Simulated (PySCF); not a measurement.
Functional dependence of a UV spectrum

Compound: C2H8GeOS.
Structure used (PBE0-D3(BJ)/def2-SVP), in Å, numbered top down from 1:
```xyz
13
C2H8GeOS angstrom
C     -2.027   -0.476   -0.007
O     -1.239    0.535    0.559
Ge    -0.018    1.368   -0.433
S      1.432   -0.117   -1.201
C      2.062   -0.744    0.391
H     -2.766   -0.077   -0.728
H     -2.583   -0.979    0.800
H     -1.420   -1.238   -0.532
H      0.625    2.353    0.551
H     -0.663    2.019   -1.671
H      2.660    0.017    0.912
H      1.239   -1.076    1.038
H      2.705   -1.604    0.161
```

Linear-response calculations in the def2-SVPD basis (PySCF; singlets by full response, triplets Tamm–Dancoff, core orbitals frozen in the response; HF means time-dependent Hartree–Fock). 'Strongest' is the level of largest summed f among the singlets computed (10 roots, of which the last may lack a degenerate partner); it can jump between rows when another state enters that window. S1 is the lowest singlet of each run and needn't be the same state throughout; f(S1) is that of one state. One conformer (not necessarily the lowest) at the PBE0-D3(BJ)/def2-SVP geometry, without solvent, vibrations or thermal averaging. The LDA/def2-SVPD calculation is non-relativistic and has no spin–orbit coupling, an omission that weighs most on germanium.

| functional | kind | S1 (eV) | f(S1) | strongest (eV) | T1 (eV) | HOMO (eV) | gap (eV) | ionisation energy, ΔSCF (eV) |
| --- | --- | --- | --- | --- | --- | --- | --- | --- |
| LDA | LDA | 5.04 | 0.006 | 6.38 | 4.76 | -5.92 | 4.89 | 9.05 |
| PBE | GGA | 5.11 | 0.006 | 6.44 | 4.78 | -5.83 | 4.98 | 8.90 |
| B3LYP | global hybrid, 20% exact exchange | 5.40 | 0.006 | 6.70 | 5.04 | -6.80 | 6.55 | 9.11 |
| PBE0 | global hybrid, 25% exact exchange | 5.57 | 0.006 | 6.95 | 5.16 | -7.03 | 7.06 | 9.09 |
| BHandHLYP | global hybrid, 50% exact exchange | 5.82 | 0.006 | 7.77 | 5.40 | -8.11 | 8.88 | 9.05 |
| CAM-B3LYP | range-separated hybrid | 5.62 | 0.006 | 7.34 | 5.23 | -8.34 | 9.21 | 9.16 |
| wB97X-D | range-separated hybrid | 5.73 | 0.006 | 7.46 | 5.38 | -8.86 | 10.56 | 9.18 |
| LC-wPBE | range-separated hybrid | 5.92 | 0.005 | 7.98 | 5.43 | -9.73 | 11.68 | 9.22 |
| HF | Hartree–Fock | 6.35 | 0.005 | 8.60 | 5.78 | -9.83 | 12.10 | not settled |

S1 runs from 5.04 eV (LDA) to 6.35 eV (HF), a spread of 1.31 eV, while the orbital gap spreads over 7.2 eV. Along PBE (0%), B3LYP (20%), PBE0 (25%), BHandHLYP (50%), HF (100%) S1 rises with the share of exact exchange. −ε(HOMO) comes closest to its own ΔSCF ionisation energy with wB97X-D (-0.32 eV) and misses most with LDA (-3.13 eV). 'Not settled' means that the ion's SCF failed to converge or may have ended in another state than the lowest.

Without π bonds the low states are Rydberg-like; a valence basis with one diffuse set may place them up to an eV too high.
